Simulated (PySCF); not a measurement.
What happened in this job?

A geometry optimisation on Cl3H3OSiZr (singlet state). Level of theory: PBE0-D3(BJ)/def2-SVP geometry optimisation, gas phase, def2 core potentials past Kr (PySCF 2.14.0).

Driver input (Å, GFN2-xTB start):

```
{"job": {"xc": "PBE0", "basis": "def2-SVP", "d3": "d3bj", "grid": 1, "maxiter": 30, "shake": 0.03, "kind": "geom"}, "charge": 0, "multiplicity": 1}
Zr     1.2069     0.7633     0.0355
Cl     0.4069     1.8731    -1.8561
Cl     2.4630    -0.8131    -0.7202
Cl     2.6009     2.3539     1.0377
O     -0.3059     0.1094     0.9264
Si    -1.3743    -0.8759     0.2689
H     -1.3889    -2.1012     1.1134
H     -0.8054    -1.1828    -1.1177
H     -2.6703    -0.1961     0.2864
```

Output:

```
step   0  E = -1793.24815310  max force = 0.079925
step   1  E = -1793.27144595  max force = 0.022990
step   2  E = -1793.27400165  max force = 0.005399
step   3  E = -1793.27554470  max force = 0.008622
step   4  E = -1793.27664453  max force = 0.011069
step   5  E = -1793.27779236  max force = 0.011381
step   6  E = -1793.27905561  max force = 0.008842
step   7  E = -1793.28004577  max force = 0.002081
step   8  E = -1793.28044140  max force = 0.003328
step   9  E = -1793.28063558  max force = 0.006689
step  10  E = -1793.28082241  max force = 0.003745
step  11  E = -1793.28073578  max force = 0.010493
step  12  E = -1793.28118566  max force = 0.007092
step  13  E = -1793.28154251  max force = 0.002953
step  14  E = -1793.28173220  max force = 0.001447
step  15  E = -1793.28183940  max force = 0.001597
step  16  E = -1793.28187719  max force = 0.001256
step  17  E = -1793.28181117  max force = 0.001052
step  18  E = -1793.28184449  max force = 0.000939
step  19  E = -1793.28180010  max force = 0.001209
step  20  E = -1793.28182456  max force = 0.001132
step  21  E = -1793.28183569  max force = 0.001045
step  22  E = -1793.28184041  max force = 0.000989
step  23  E = -1793.28183823  max force = 0.001013
step  24  E = -1793.28183711  max force = 0.001020
step  25  E = -1793.28183656  max force = 0.001024
step  26  E = -1793.28183620  max force = 0.001029
step  27  E = -1793.28183584  max force = 0.001033
step  28  E = -1793.28183548  max force = 0.001034
step  29  E = -1793.28183512  max force = 0.001037
step  30  E = -1793.28183476  max force = 0.001040
optimisation not converged
```

Energies are in Eh and forces in Eh/bohr.

**Question.** Which diagnosis fits best?
A. step limit reached while the energy was still falling
B. step limit reached with the energy nearly constant
C. step limit reached with the energy going up and down

**Answer.** B. After 31 gradient evaluations the largest force component was 0.00104 Eh/bohr against a threshold of 0.00045, and over the last 5 steps the energy changed by +0.001 kcal/mol in all, within a range of 0.001 kcal/mol, the last step by 0.000 kcal/mol. The energy rose in 5 of the 30 steps.

**Question.** What would you do next?

**Answer.** Restart from the last geometry, if need be with a computed Hessian or a finer grid, and confirm the end point by frequencies.

Time: 5.3 min of wall time; peak memory 0.55 GiB. Hardware: an Arm Neoverse V1 with one thread, no GPU, shared host.
